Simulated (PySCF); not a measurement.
Input of a run (PBE0-D3(BJ)/def2-SVP geometry optimisation, gas phase (PySCF 2.14.0)), started from GFN2-xTB:
```
{"job": {"xc": "PBE0", "basis": "def2-SVP", "d3": "d3bj", "grid": 1, "kind": "geom"}, "charge": 0, "multiplicity": 1}
C     -2.167162     1.443048    -0.418267
Si    -1.238273    -0.119312     0.155434
C     -1.824208    -1.620229    -0.869441
C     -1.600305    -0.427278     2.004686
C      0.634078     0.095563    -0.088332
C      1.178879     1.218396    -0.703953
C      2.545477     1.354882    -0.872553
C      3.401451     0.362279    -0.427676
C      2.880184    -0.765283     0.184128
C      1.513495    -0.891279     0.350078
H     -2.027603     1.623580    -1.479676
H     -1.829800     2.325516     0.116552
H     -3.233867     1.344392    -0.242636
H     -1.305122    -2.527840    -0.576966
H     -2.888107    -1.793399    -0.738279
H     -1.643780    -1.469573    -1.929583
H     -2.656302    -0.617794     2.170983
H     -1.051111    -1.286067     2.377721
H     -1.321044     0.427621     2.613158
H      0.522207     1.999756    -1.057266
H      2.945554     2.237391    -1.352271
H      4.469347     0.466001    -0.556149
H      3.541998    -1.546535     0.531182
H      1.118810    -1.774551     0.831820
```

Output (energies in Eh, forces in Eh/bohr):
```
step   0  E = -640.05068498  max force = 0.017052
step   1  E = -640.05403932  max force = 0.002389
step   2  E = -640.05415889  max force = 0.001495
step   3  E = -640.05418910  max force = 0.001130
step   4  E = -640.05418338  max force = 0.001665
step   5  E = -640.05419696  max force = 0.000340
optimisation converged
```

**Question.** Summarise the run.

**Answer.** The energy falls by 9.2 kJ/mol over 6 energy and gradient evaluations, the largest force component goes from 0.0171 to 3.4e-04 Eh/bohr, and the atoms move by 0.101 Å rms after alignment. Among the bonds, C1–Si2, Si2–C3 and Si2–C4 change most and about equally (-0.026 to -0.025 Å). Bonds longer at the end by more than 0.005 Å: 20 of 24; shorter: 4. The energy rose by more than 1e-6 Eh at step 4. The first step brought 96 % of the lowering.

**Question.** What are the final bond lengths?

**Answer.** C1–Si2 1.881 Å, Si2–C3 1.883 Å, Si2–C4 1.883 Å, Si2–C5 1.889 Å, C5–C6 1.403 Å, C6–C7 1.395 Å, C7–C8 1.393 Å, C8–C9 1.395 Å, C9–C10 1.393 Å, C5–C10 1.405 Å, C1–H11 1.101 Å, C1–H12 1.101 Å, C1–H13 1.101 Å, C3–H14 1.101 Å, C3–H15 1.102 Å, C3–H16 1.101 Å, C4–H17 1.102 Å, C4–H18 1.101 Å, C4–H19 1.101 Å, C6–H20 1.094 Å, C7–H21 1.093 Å, C8–H22 1.093 Å, C9–H23 1.093 Å, C10–H24 1.095 Å. Numbering counts from 1 in the input's order; the species is `c1cccc(c1)[Si](C)(C)C`.

The run used 214 basis functions and 37 SCF cycles in all. On an Arm Neoverse V2 with one thread, no GPU (shared host), this took 2.2 min.

PBE0-D3(BJ)/def2-SVP frequencies: not computed here.

The values belong to the conformer `[CH3:1][Si:2]([CH3:3])([CH3:4])[c:5]1[cH:6][cH:7][cH:8][cH:9][cH:10]1`: C1–Si2–C5–C6 2°.
